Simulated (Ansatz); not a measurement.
The cluster HgO₂⁻, relaxed as a doublet with UKS PBE-D4/def2-TZVPD in Ansatz, starting from the GFN1-xTB geometry. Force threshold 0.02 eV/Å.

In the def2 sets Hg takes a core potential; there is no spin–orbit coupling. The highest occupied level of the charge -1 doublet lies above zero (up to 0.14 eV). By energy differences its removal costs 3.06 eV (vertical, to the charge 0 triplet, at PBE-D4/def2-TZVPD); a positive level beside a positive removal energy at the same level points to self-interaction error. The relaxation made no stability test and no search for a lower SCF solution. The structure comes from a short search, and lower isomers may exist.

Start:

Cartesian coordinates in Å:
```
Hg -0.002 0.000 -0.002
O 1.040 1.298 -0.871
O -1.039 -1.298 0.873
```

```tsv
step	energy (eV)	largest force component (eV/Å)	SCF passes
1	-8267.8228	1.009	19
2	-8267.8936	0.234	25
3	-8267.8984	0.019	24
```

Force components are those of the run's own axes.

End:

```xyz
3

Hg    0.0001    0.0000    0.0001
O     1.0707    1.3367   -0.8983
O    -1.0707   -1.3367    0.8981
```

By distances, no bond broke or formed. The bond that changes most is Hg1–O3, from 1.88 to 1.93 Å (atoms count from 1).

No frequencies were taken in this run, so the end may be a saddle point.

Hardware: 4 threads of Arm Neoverse V1 on a shared host. Wall time 2.9 s.
